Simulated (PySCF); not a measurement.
H4PSi, multiplicity 2. Atoms are numbered in the order given.

```xyz
6

Si     0.0006    -1.0497     0.0000
P     -0.0939     1.2077     0.0000
H      0.7222    -1.5500     1.2144
H     -1.3869    -1.6046     0.0000
H      0.7222    -1.5500    -1.2144
H      1.3418     1.2848     0.0000
```
Charge 0, spin multiplicity 2.

Geometry: PBE-D3(BJ)/def2-TZVP. The isomer is the one that the SMILES or the coordinates give; other isomers of the formula were not compared.

Level of theory: PySCF with PBE0/def2-TZVPD.

Mulliken values depend strongly on the basis, most of all with diffuse functions as here. ESP charges are fitted to the potential on shells at 1.4 to 2.0 van der Waals radii. Atomic charges (e):

```
atom  meta-Löwdin  ESP fit  Mulliken  Mulliken spin
----  -----------  -------  --------  -------------
Si1          0.33     0.25      0.05          -0.03
P2          -0.12    -0.15     -0.22           1.03
H3          -0.08    -0.06      0.02           0.02
H4          -0.08    -0.05      0.00           0.00
H5          -0.08    -0.06      0.02           0.02
H6           0.02     0.08      0.15          -0.05
```
